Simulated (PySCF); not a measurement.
Spinor energies of S (sulfur, neutral)

Start: [Ne] 3s2 3p4; 3p1/2 filled at m_j = -1/2, +1/2; 3p3/2 filled at m_j = +1/2, +3/2. Calculated with PySCF 2.14 in x2c-TZVPall-2c with one added diffuse shell each of s, p type (6s7p2d1f, 44 functions): generalised Hartree-Fock with the X2C-1e Hamiltonian and a Gaussian nucleus; one run each with spin-orbit coupling (SO) switched off, then screened by Boettger's factors.

```json
{"spinor shell": "1s1/2", "electrons": "2", "ε, spin-free (eV)": "-2511.4", "ε, screened SO (eV)": "-2511.4", "weight of nominal j (screened SO)": "1.000", "rms radius, screened SO (bohr)": "0.112"}
{"spinor shell": "2s1/2", "electrons": "2", "ε, spin-free (eV)": "-246.38", "ε, screened SO (eV)": "-246.36", "weight of nominal j (screened SO)": "1.000", "rms radius, screened SO (bohr)": "0.516"}
{"spinor shell": "2p1/2", "electrons": "2", "ε, spin-free (eV)": "-181.84", "ε, screened SO (eV)": "-182.96", "weight of nominal j (screened SO)": "0.934", "rms radius, screened SO (bohr)": "0.489"}
{"spinor shell": "2p3/2", "electrons": "4", "ε, spin-free (eV)": "-181.84", "ε, screened SO (eV)": "-181.27", "weight of nominal j (screened SO)": "0.967", "rms radius, screened SO (bohr)": "0.492"}
{"spinor shell": "3s1/2", "electrons": "2", "ε, spin-free (eV)": "-24.090", "ε, screened SO (eV)": "-24.084", "weight of nominal j (screened SO)": "0.999", "rms radius, screened SO (bohr)": "1.85"}
{"spinor shell": "3p3/2", "electrons": "2", "ε, spin-free (eV)": "-11.953", "ε, screened SO (eV)": "-12.736", "weight of nominal j (screened SO)": "0.831", "rms radius, screened SO (bohr)": "2.22"}
{"spinor shell": "3p1/2", "electrons": "2", "ε, spin-free (eV)": "-11.953", "ε, screened SO (eV)": "-11.173", "weight of nominal j (screened SO)": "0.679", "rms radius, screened SO (bohr)": "2.29"}
```

```csv
quantity,spin-free,screened SO
E (hartree),-398.57987,-398.58152
M_J,2,2
⟨J²⟩,6.017,6.018
⟨L²⟩,2.011,2.015
⟨S²⟩,2.006,2.004
```

Each row is a mean over spinors that exchange with the open shell spreads, by up to 5.918 eV (3s1/2).

Rows whose weight is well below 1 are mixtures of j = l ± 1/2: exchange outweighs spin-orbit coupling there, and the label is only the starting occupation.

Without spin-orbit coupling the j labels of p, d and f shells carry no meaning; the spin-free column gives the mean over the occupied spinors of each nl shell.
